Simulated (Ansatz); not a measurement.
Geometry optimisation of CH6F2O2Si2 (`CO[SiH](F)O[SiH2]F`).

```yaml
crystal:
  periodic: [false, false, false]
  atoms:
    - {symbol: C, position_ang: [-0.314160, 2.047130, -0.086390]}
    - {symbol: O, position_ang: [-1.118980, 1.082200, 0.533260]}
    - {symbol: Si, position_ang: [-0.742720, -0.309230, 1.233690]}
    - {symbol: F, position_ang: [-2.174580, -0.987800, 1.403910]}
    - {symbol: O, position_ang: [0.130210, -1.297430, 0.300020]}
    - {symbol: Si, position_ang: [0.921920, -1.788780, -1.009220]}
    - {symbol: F, position_ang: [1.939440, -0.600060, -1.391090]}
    - {symbol: H, position_ang: [0.466440, 1.581190, -0.690080]}
    - {symbol: H, position_ang: [0.152290, 2.686430, 0.666140]}
    - {symbol: H, position_ang: [-0.956070, 2.653300, -0.726620]}
    - {symbol: H, position_ang: [-0.064140, -0.242990, 2.505760]}
    - {symbol: H, position_ang: [1.728070, -2.916510, -0.592440]}
    - {symbol: H, position_ang: [0.032290, -1.907450, -2.146940]}
basis:
  gaussian: {orbitals: def2-TZVP}
hamiltonian: {xc: pbe0, dispersion: d4}
relax: {f_tol: 0.005, max_steps: 150}
```

```sh
$ ansatz run in.yaml --threads 2 --pin off --events-out ev --progress --plain --max-ram 32768MiB --backend cuda --devices 0, --max-vram 18GiB
```

Shortened log:

```
Functional definition: PBE0
mean field -26412.75147863 eV, -970.6507136339 hartree, gradient 6.2e-5 eV, S^2 0.000000; 0 other end points of the search recorded, 0 dependent functions left out
relax step   1: F+E_penalty+E_count = -26413.01628134 eV  Δ(F+E_penalty+E_count) = +0.000e0 eV  max|allowed force component| = 1.130e0 eV/Å  Δτ_max = 0.0000 Å  (28 SCF iters, accepted)
mean field -26412.83318718 eV, -970.6537163676 hartree, gradient 1.0e-5 eV, S^2 0.000000; 0 other end points of the search recorded, 0 dependent functions left out
relax step   2: F+E_penalty+E_count = -26413.09757798 eV  Δ(F+E_penalty+E_count) = -8.130e-2 eV  max|allowed force component| = 5.144e-1 eV/Å  Δτ_max = 0.0664 Å  (32 SCF iters, accepted)
mean field -26412.85011346 eV, -970.6543383969 hartree, gradient 9.8e-6 eV, S^2 0.000000; 0 other end points of the search recorded, 0 dependent functions left out
relax step   3: F+E_penalty+E_count = -26413.11490846 eV  Δ(F+E_penalty+E_count) = -1.733e-2 eV  max|allowed force component| = 1.507e-1 eV/Å  Δτ_max = 0.0490 Å  (31 SCF iters, accepted)
mean field -26412.85308463 eV, -970.6544475853 hartree, gradient 1.0e-5 eV, S^2 0.000000; 0 other end points of the search recorded, 0 dependent functions left out
relax step   4: F+E_penalty+E_count = -26413.11842695 eV  Δ(F+E_penalty+E_count) = -3.518e-3 eV  max|allowed force component| = 5.914e-2 eV/Å  Δτ_max = 0.0279 Å  (31 SCF iters, accepted)
mean field -26412.85851564 eV, -970.6546471712 hartree, gradient 2.1e-5 eV, S^2 0.000000; 0 other end points of the search recorded, 0 dependent functions left out
relax step   5: F+E_penalty+E_count = -26413.12411896 eV  Δ(F+E_penalty+E_count) = -5.692e-3 eV  max|allowed force component| = 3.532e-2 eV/Å  Δτ_max = 0.0781 Å  (29 SCF iters, accepted)
mean field -26412.85710138 eV, -970.6545951980 hartree, gradient 1.0e-5 eV, S^2 0.000000; 0 other end points of the search recorded, 0 dependent functions left out
relax step   6: F+E_penalty+E_count = -26413.12326934 eV  Δ(F+E_penalty+E_count) = +8.496e-4 eV  max|allowed force component| = 2.086e-1 eV/Å  Δτ_max = 0.0205 Å  (31 SCF iters, rejected (line search))
mean field -26412.85912527 eV, -970.6546695749 hartree, gradient 1.0e-5 eV, S^2 0.000000; 0 other end points of the search recorded, 0 dependent functions left out
relax step   7: F+E_penalty+E_count = -26413.12482061 eV  Δ(F+E_penalty+E_count) = -7.016e-4 eV  max|allowed force component| = 1.208e-2 eV/Å  Δτ_max = 0.0100 Å  (31 SCF iters, accepted)
mean field -26412.86191725 eV, -970.6547721781 hartree, gradient 2.3e-5 eV, S^2 0.000000; 0 other end points of the search recorded, 0 dependent functions left out
relax step   8: F+E_penalty+E_count = -26413.12770186 eV  Δ(F+E_penalty+E_count) = -2.881e-3 eV  max|allowed force component| = 1.013e-1 eV/Å  Δτ_max = 0.0976 Å  (30 SCF iters, accepted)
mean field -26412.86367512 eV, -970.6548367788 hartree, gradient 1.1e-5 eV, S^2 0.000000; 0 other end points of the search recorded, 0 dependent functions left out
relax step   9: F+E_penalty+E_count = -26413.12938478 eV  Δ(F+E_penalty+E_count) = -1.683e-3 eV  max|allowed force component| = 9.183e-2 eV/Å  Δτ_max = 0.0453 Å  (30 SCF iters, accepted)
mean field -26412.86634572 eV, -970.6549349214 hartree, gradient 1.3e-5 eV, S^2 0.000000; 0 other end points of the search recorded, 0 dependent functions left out
relax step  10: F+E_penalty+E_count = -26413.13174163 eV  Δ(F+E_penalty+E_count) = -2.357e-3 eV  max|allowed force component| = 9.049e-2 eV/Å  Δτ_max = 0.1097 Å  (30 SCF iters, accepted)
mean field -26412.86732447 eV, -970.6549708899 hartree, gradient 1.3e-5 eV, S^2 0.000000; 0 other end points of the search recorded, 0 dependent functions left out
relax step  11: F+E_penalty+E_count = -26413.13259861 eV  Δ(F+E_penalty+E_count) = -8.570e-4 eV  max|allowed force component| = 1.197e-1 eV/Å  Δτ_max = 0.0775 Å  (30 SCF iters, accepted)
mean field -26412.86805752 eV, -970.6549978289 hartree, gradient 1.2e-5 eV, S^2 0.000000; 0 other end points of the search recorded, 0 dependent functions left out
relax step  12: F+E_penalty+E_count = -26413.13338708 eV  Δ(F+E_penalty+E_count) = -7.885e-4 eV  max|allowed force component| = 8.172e-2 eV/Å  Δτ_max = 0.0232 Å  (31 SCF iters, accepted)
mean field -26412.86884186 eV, -970.6550266529 hartree, gradient 1.4e-5 eV, S^2 0.000000; 0 other end points of the search recorded, 0 dependent functions left out
relax step  13: F+E_penalty+E_count = -26413.13446611 eV  Δ(F+E_penalty+E_count) = -1.079e-3 eV  max|allowed force component| = 3.881e-2 eV/Å  Δτ_max = 0.0547 Å  (30 SCF iters, accepted)
mean field -26412.86908886 eV, -970.6550357299 hartree, gradient 1.2e-5 eV, S^2 0.000000; 0 other end points of the search recorded, 0 dependent functions left out
relax step  14: F+E_penalty+E_count = -26413.13490581 eV  Δ(F+E_penalty+E_count) = -4.397e-4 eV  max|allowed force component| = 2.681e-2 eV/Å  Δτ_max = 0.0577 Å  (30 SCF iters, accepted)
mean field -26412.86904877 eV, -970.6550342568 hartree, gradient 1.2e-5 eV, S^2 0.000000; 0 other end points of the search recorded, 0 dependent functions left out
relax step  15: F+E_penalty+E_count = -26413.13500605 eV  Δ(F+E_penalty+E_count) = -1.002e-4 eV  max|allowed force component| = 3.456e-2 eV/Å  Δτ_max = 0.0469 Å  (31 SCF iters, accepted)
mean field -26412.86922200 eV, -970.6550406228 hartree, gradient 1.2e-5 eV, S^2 0.000000; 0 other end points of the search recorded, 0 dependent functions left out
relax step  16: F+E_penalty+E_count = -26413.13512521 eV  Δ(F+E_penalty+E_count) = -1.192e-4 eV  max|allowed force component| = 2.911e-2 eV/Å  Δτ_max = 0.0056 Å  (33 SCF iters, accepted)
mean field -26412.86936198 eV, -970.6550457667 hartree, gradient 1.2e-5 eV, S^2 0.000000; 0 other end points of the search recorded, 0 dependent functions left out
relax step  17: F+E_penalty+E_count = -26413.13522113 eV  Δ(F+E_penalty+E_count) = -9.592e-5 eV  max|allowed force component| = 7.303e-3 eV/Å  Δτ_max = 0.0109 Å  (31 SCF iters, accepted)
mean field -26412.86946753 eV, -970.6550496458 hartree, gradient 1.2e-5 eV, S^2 0.000000; 0 other end points of the search recorded, 0 dependent functions left out
relax step  18: F+E_penalty+E_count = -26413.13529429 eV  Δ(F+E_penalty+E_count) = -7.316e-5 eV  max|allowed force component| = 7.099e-3 eV/Å  Δτ_max = 0.0276 Å  (31 SCF iters, accepted)
mean field -26412.86958105 eV, -970.6550538176 hartree, gradient 1.3e-5 eV, S^2 0.000000; 0 other end points of the search recorded, 0 dependent functions left out
relax step  19: F+E_penalty+E_count = -26413.13533181 eV  Δ(F+E_penalty+E_count) = -3.753e-5 eV  max|allowed force component| = 1.278e-2 eV/Å  Δτ_max = 0.0398 Å  (32 SCF iters, accepted)
mean field -26412.86957990 eV, -970.6550537752 hartree, gradient 1.2e-5 eV, S^2 0.000000; 0 other end points of the search recorded, 0 dependent functions left out
relax step  20: F+E_penalty+E_count = -26413.13534170 eV  Δ(F+E_penalty+E_count) = -9.885e-6 eV  max|allowed force component| = 7.971e-3 eV/Å  Δτ_max = 0.0034 Å  (32 SCF iters, accepted)
mean field -26412.86958886 eV, -970.6550541048 hartree, gradient 1.2e-5 eV, S^2 0.000000; 0 other end points of the search recorded, 0 dependent functions left out
relax step  21: F+E_penalty+E_count = -26413.13534819 eV  Δ(F+E_penalty+E_count) = -6.495e-6 eV  max|allowed force component| = 2.584e-3 eV/Å  Δτ_max = 0.0039 Å  (33 SCF iters, accepted)
mean field -26412.86958886 eV, -970.6550541048 hartree, gradient 4.5e-5 eV, S^2 0.000000; 1 other end points of the search recorded, 0 dependent functions left out
Total energy: -26413.13538534 eV, -970.6648219450 hartree
Atom 0 at    -0.204350     2.065192    -0.011525 Å, force    -0.000045    -0.001292    -0.000040 eV/Å
Atom 1 at    -1.143972     1.063625     0.323213 Å, force    -0.001037     0.000336     0.000556 eV/Å
Atom 2 at    -0.838984    -0.298439     1.136199 Å, force     0.002463    -0.001282     0.000141 eV/Å
Atom 3 at    -2.206709    -1.093494     1.175355 Å, force    -0.000278     0.000273     0.000015 eV/Å
Atom 4 at     0.275895    -1.217427     0.395921 Å, force    -0.002584     0.000817    -0.000953 eV/Å
Atom 5 at     0.928874    -1.791578    -0.972579 Å, force    -0.000405    -0.001673     0.002027 eV/Å
Atom 6 at     1.479171    -0.562740    -1.829948 Å, force     0.000990     0.001594    -0.001459 eV/Å
Atom 7 at     0.525980     1.692657    -0.734990 Å, force     0.000555     0.000362    -0.000379 eV/Å
Atom 8 at     0.324974     2.429348     0.875184 Å, force     0.000101     0.000419     0.000416 eV/Å
Atom 9 at    -0.747863     2.898746    -0.456724 Å, force    -0.000063     0.000580    -0.000511 eV/Å
Atom 10 at    -0.386560    -0.058201     2.514894 Å, force    -0.000046    -0.000292    -0.000068 eV/Å
Atom 11 at     2.080633    -2.644868    -0.622474 Å, force     0.001206     0.000118     0.000493 eV/Å
Atom 12 at    -0.087078    -2.482822    -1.792527 Å, force    -0.000856     0.000040    -0.000237 eV/Å
Dipole moment:     0.304419     0.111247     0.038183 e Å
```

Run time 51 s (2 threads of an AMD EPYC 7R13 on a shared host and a share of an NVIDIA H100 80 GB); peak host memory 0.88 GiB.
